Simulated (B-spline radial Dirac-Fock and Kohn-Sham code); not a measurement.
Diagram lines of Fe⁺

System: Fe⁺ in the configuration 1s2 2s2 2p6 3s2 3p6 3d7 (an excited configuration).

The run's input, task.json:

```json
{"items": [{
  "Z": 26,
  "q": 1,
  "cfg": [[1, 0, 2], [2, 0, 2], [2, 1, 6], [3, 0, 2], [3, 1, 6], [3, 2, 7]],
  "A": 56,
  "rrms": 3.7377,
  "do": ["binding"]
}]}
```

Run with: `python xray_run.py task.json out`

The computed values come from a radial finite-basis atomic code: ΔSCF Dirac-Fock with Breit, self-energy and vacuum polarisation, finite nucleus, configuration average. A line energy is the difference of two single-hole energies; the list is a selection of electric-dipole transitions between resolved j subshells. Correlation energy is missing from these numbers.

```csv
line,energy (eV),wavelength (Å)
Kβ1,7054.1,1.7576
Kβ3,7052.6,1.7580
Kα1,6402.7,1.9364
Kα2,6390.5,1.9401
Lβ3,790.8,15.678
Lβ4,789.4,15.707
Lη,623.6,19.882
Lℓ,611.4,20.278
```
